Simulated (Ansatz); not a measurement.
Mulliken charges of `[OH][Hf]([OH])([Cl])[Cl]` from B3LYP/def2-TZVPP in Ansatz (PBE0-D4/def2-TZVP geometry).

```json
{"atom": "O1", "x (Å)": "-1.219", "y (Å)": "0.872", "z (Å)": "0.794", "charge (e)": "-0.424"}
{"atom": "Hf2", "x (Å)": "-0.111", "y (Å)": "-0.121", "z (Å)": "-0.382", "charge (e)": "1.060"}
{"atom": "O3", "x (Å)": "1.569", "y (Å)": "-0.486", "z (Å)": "0.417", "charge (e)": "-0.424"}
{"atom": "Cl4", "x (Å)": "-1.175", "y (Å)": "-2.162", "z (Å)": "-0.893", "charge (e)": "-0.293"}
{"atom": "Cl5", "x (Å)": "0.234", "y (Å)": "1.133", "z (Å)": "-2.348", "charge (e)": "-0.293"}
{"atom": "H6", "x (Å)": "-1.661", "y (Å)": "1.360", "z (Å)": "1.481", "charge (e)": "0.187"}
{"atom": "H7", "x (Å)": "2.363", "y (Å)": "-0.595", "z (Å)": "0.931", "charge (e)": "0.187"}
```

Q: By hand: the dipole of these point charges (1 e Å = 4.8032 D).

A: Σ q r = (0.141, 0.153, 0.482) e Å, of length 0.525 e Å = 2.52 D.

Q: How does the dipole of the full density compare? (Best estimate.)

A: Ansatz gave: (0.213, 0.231, 0.729) e Å, 3.81 D; the point charges give 0.66 times that, at 0° from its direction.

Point charges leave out the atoms' own dipoles, such as those of lone pairs, and Mulliken's split depends on the basis, so the two needn't agree.

B3LYP here is the variant with VWN-RPA as its local correlation; programs differ in this.
